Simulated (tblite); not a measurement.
C5H8F3OP.
Z-matrix (Å and degrees, GFN2-xTB geometry), rows numbered from 1:
```
O 
P   1  1.4606
C   2  1.8457  1  117.69
C   3  1.5280  2  104.79  1  -113.42
C   4  1.5340  3  107.03  2   -35.65
C   5  1.5199  4  111.46  3   172.66
F   6  1.3425  5  112.06  4    60.25
F   6  1.3397  5  112.81  4   -60.00
F   6  1.3421  5  111.96  4   179.78
C   5  1.5258  4  107.05  3    50.62
H   2  1.3945  1  114.16  3   124.41
H   3  1.0901  2  110.43  1   126.82
H   3  1.0895  2  109.62  1     7.14
H   4  1.0925  3  109.82  2    82.06
H   4  1.0910  3  111.78  2  -157.61
H   5  1.0951  4  109.88  3   -69.24
H  10  1.0897  2  113.10  1   -95.75
H  10  1.0942  2  107.10  1    23.74
```

Method: GFN2-xTB as coded in tblite; computed harmonic values from a numerical Hessian at the method's own geometry, unscaled. This tight-binding method is rough: wavenumbers can miss measured ones by several per cent, in bad cases by 10 to 20. Modes of hydrogen on phosphorus can be 10 to 20 % off. One conformer, not necessarily the lowest.

Harmonic wavenumbers (cm⁻¹): 36.4, 63.7, 116.2, 142.7, 247.3, 273.3, 296.1, 333.7, 372.4, 434.7, 449.2, 512.0, 527.4, 615.1, 678.8, 730.9, 775.9, 806.6, 855.4, 863.4, 933.9, 945.6, 966.6, 1028.7, 1041.9, 1049.8, 1071.7, 1109.3, 1157.2, 1181.5, 1183.3, 1197.8, 1248.2, 1265.4, 1292.6, 1303.2, 1334.9, 1427.2, 1432.1, 1477.9, 2277.5, 2947.8, 2956.2, 2979.2, 2989.1, 2996.3, 2997.9, 3002.6.

A = 2478, B = 647.1, C = 591.2 MHz; mass 172.026 u (most abundant isotopes); point group C1, symmetry number 1.

Problem. Zero-point energy?

Solution. ½Σν̃ = 27963 cm⁻¹ = 79.95 kcal/mol.

Problem. What is S at 200 K and 1 bar for an ideal gas of classical rigid rotors and harmonic oscillators?

Solution. Translation 39.38, rotation 29.02, vibration 18.40: S = 86.8 cal/(mol K).

Problem. And Cp and H(200 K) − H(0)?

Solution. Cp = 28.23 cal/(mol K), of which vibrations give 20.28 (their classical limit is 48 R = 95.4); H(200 K) − H(0) = 3.57 kcal/mol without the zero-point energy, 1.98 from vibrations.

Problem. What must be added to the electronic energy to get the Gibbs energy at 200 K and 1 bar?

Solution. ZPE + [H(200 K) − H(0)] − T·S = 79.95 + 3.57 − 17.36 = 66.16 kcal/mol.

Problem. Blend soft modes into free rotors: weight 1/[1 + (100 cm⁻¹/ν̃)⁴] for the oscillator and the rest for a rotor with moment μB/(μ + B), μ = h/(8π²ν), B = 10⁻⁴⁴ kg m². What vibrational entropy results?

Solution. 16.70 cal/(mol K) in place of 18.40, which changes −T·S at 200 K by +0.34 kcal/mol.

Problem. How do the functions run with temperature in this model?

Solution. 
| T (K) | S (cal/(mol K)) | Cp (cal/(mol K)) | H − H(0) (kcal/mol) | G − H(0) (kcal/mol) | ln q(vib) |
| --- | --- | --- | --- | --- | --- |
| 50 | 60.9 | 12.9 | 0.51 | -2.54 | 0.66 |
| 100 | 71.3 | 17.8 | 1.27 | -5.86 | 1.83 |
| 298.15 | 100.1 | 39.1 | 6.87 | -22.97 | 6.76 |
| 373.15 | 109.7 | 47.1 | 10.11 | -30.84 | 8.68 |
| 500 | 125.2 | 58.3 | 16.83 | -45.76 | 11.97 |
| 750 | 151.9 | 72.9 | 33.40 | -80.49 | 18.30 |
| 1000 | 174.1 | 81.7 | 52.82 | -121.31 | 24.19 |

q(vib) and H(0) count from the zero-point level.

Hindered rotation and anharmonicity are outside this model. Other conformers, if any are populated, would add a mixing term that is left out. The structure is chiral; the term R ln 2 for an equal mix with its mirror image is left out.

Hardware: one thread, Arm Neoverse V1, on a shared host. The figure is for the frequency step alone.
